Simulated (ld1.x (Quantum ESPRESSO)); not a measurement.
An all-electron radial function and its pseudo partner (N)

Columns: radius, all-electron u(r) and pseudo u(r) of the 2p shell (level -7.64 eV) of nitrogen in the configuration [He] 2s1 2p4; LDA (PZ), non-relativistic, PAW scheme, ld1.x (Quantum ESPRESSO) 7.5.

```
r (bohr)  all-electron  pseudo
   0.125        0.1058  0.0104
   0.250        0.2913  0.0406
   0.375        0.4649  0.0885
   0.500        0.6000  0.1503
   0.625        0.6934  0.2215
   0.750        0.7500  0.2968
   0.875        0.7769  0.3710
   1.000        0.7812  0.4392
   1.125        0.7692  0.4972
   1.250        0.7460  0.5420
   1.375        0.7152  0.5718
   1.500        0.6798  0.5862
   1.625        0.6419  0.5860
   1.750        0.6029  0.5732
   1.875        0.5639  0.5505
   2.000        0.5257  0.5209
   2.125        0.4886  0.4876
   2.250        0.4531  0.4531
   2.375        0.4194  0.4194
   2.500        0.3874  0.3874
   2.625        0.3574  0.3574
   2.750        0.3293  0.3293
   2.875        0.3030  0.3030
   3.000        0.2786  0.2786
   3.125        0.2559  0.2559
   3.250        0.2348  0.2348
```

How many radial nodes do the two functions have?

The all-electron 2p function has n − l − 1 = 0; the pseudo-wave has 0.

At about which radius was the pseudo-wave matched?

2.50 bohr. The columns agree to 0.0005 from 2.25 bohr on; several derivatives are matched, so the curves merge somewhat inside the radius.

Is the pseudo-wave norm-conserving?

No, it belongs to a PAW set: the norm inside the radius is not constrained, and the difference is carried by the augmentation charge.
